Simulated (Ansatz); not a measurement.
The same path of B₂H₅NOSi (10 atoms, charge 0, multiplicity 1) was run twice with different band settings. Lost on the way: Si2–H7. Made: O1–H7.

All numbers below come from RKS PBE-D4/def2-SVP in Ansatz 0.2.0.

Relaxed end points:

```xyz
10
Properties=species:S:1:pos:R:3
O -0.526 0.615 2.302
Si 0.316 0.362 0.858
B 0.117 -1.322 -0.237
N 0.089 -0.562 -1.462
B -0.382 0.724 -1.011
H -0.183 1.343 2.848
H 1.760 0.783 1.006
H -0.103 -2.517 -0.188
H 0.068 -0.932 -2.420
H -1.073 1.455 -1.693
```

```xyz
10
Properties=species:S:1:pos:R:3
O -0.036 1.001 2.037
Si 1.145 0.705 0.264
B 0.336 -1.048 -0.330
N 0.174 -0.597 -1.688
B -0.290 0.656 -1.157
H 0.576 0.993 2.800
H -0.565 0.182 2.126
H -0.034 -2.133 0.088
H 0.036 -1.081 -2.580
H -1.259 1.273 -1.557
```

Common settings: movable images 5; climbing image yes; spring 5.0 eV/Å²; optimiser quadratic models (default); start path through a guess of the saddle point; iteration limit 60; end points relaxed.

| run | force threshold |
| --- | --- |
| 1 | 0.03 eV/Å |
| 2 | 0.5 eV/Å |

Task: What does each run give, and how far can it be trusted?

Result: Run 1: converged after 23 iterations, highest image 2.594 eV above the first end. Neighbouring images differ by up to 2.1 eV, so the band resolves the path poorly. A vibrational analysis at the climbing image gives one clearly imaginary mode, 1252i cm⁻¹: a first-order saddle point.
Run 2: converged after 18 iterations, highest image 2.614 eV above the first end. The threshold of 0.5 eV/Å is loose, so the images may lie well off the minimum-energy path. Neighbouring images differ by up to 2.0 eV, so the band resolves the path poorly. The order of the stationary point at the top wasn't checked.
The orbitals stay closed-shell, which can raise the energy where a bond breaks towards radicals; this wasn't checked here.
